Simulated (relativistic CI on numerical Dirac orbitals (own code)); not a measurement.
A reference radial Dirac CI calculation of Ni I gave the lowest total energy -1518.34006 Ha in 61 SCF steps, from this input:

```
atom Ni  Z=28  charge=0  electrons=28
nucleus A=58  rms_radius_fm=3.7757
hamiltonian dirac-coulomb  breit=on  qed=on  c_scale=1
orbitals kli  potential=per-configuration
slater_scale 1
correlation none
mixing on
grid step=0.0125 r_max=149
scf mixing=0.4 start=green max_iterations=150 tolerance=2e-08 node_fill=0.05
configurations
  [Ar] 3d8 4s2
  [Ar] 3d9 4s
  [Ar] 3d10
  [Ar] 3d8 4s 4p
  [Ar] 3d9 4p
end
```

One setting was then changed (and the iteration limit cut to 97), and the output read:

```
error: configuration [Ar] 3d8 4s2 has 28 electrons, the ion has 26
end: refused
```

Problem. Which setting was changed?
A. grid step
B. Breit term
C. charge
D. node fill of the KLI weights

Solution. C. The charge 2. This setting is bad on purpose; its numbers may not be properties of the ion.
